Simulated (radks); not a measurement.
Results of a calculation; reference values are marked as such.
Fractional charge and spin in the 4s shell of rubidium: the spin-up occupation runs from 0 to 1 and the spin-down occupation from 0 to 1; the fullest corner is Rb2+, [Ar] 3d10 4p(up 2.5, down 2.5) 4s(up 1, down 1). Level of theory: scalar-relativistic Kohn-Sham, PBE, spin-polarised, spherical densities, finite nucleus; Fermi nuclear charge, rms radius of each element as measured or else 0.836 A^(1/3) + 0.57 fm (a radial shooting solver on a logarithmic mesh with Libxc functionals). Energy (eV) above the fullest corner. The planes named below are the two flat planes that join the four corners, with an edge along up + down = one added electron.

down \ up        0     0.25     0.5    0.75       1
0          129.828  110.299  91.689  73.990  57.194
0.25       110.299   91.772  74.151  57.430  41.600
0.5         91.689   74.151  57.509  41.753  26.876
0.75        73.990   57.430  41.753  26.951  13.012
1           57.194   41.600  26.876  13.012   0.000

Corners above the fullest one (they belong to Rb3+ and the next ion): (up 1, down 0) 57.194 eV, (up 0, down 1) 57.194 eV, (up 0, down 0) 129.83 eV. With half an added electron in each spin the energy lies 0.315 eV from the planes, and with half an added electron in spin up alone -1.822 eV. The planes are only a guide here: the flat-plane condition holds for ground states with one frontier orbital, while this shell lies below other occupied shells, so the corners above the fullest one are inner-hole states and not the ground states of those ions.
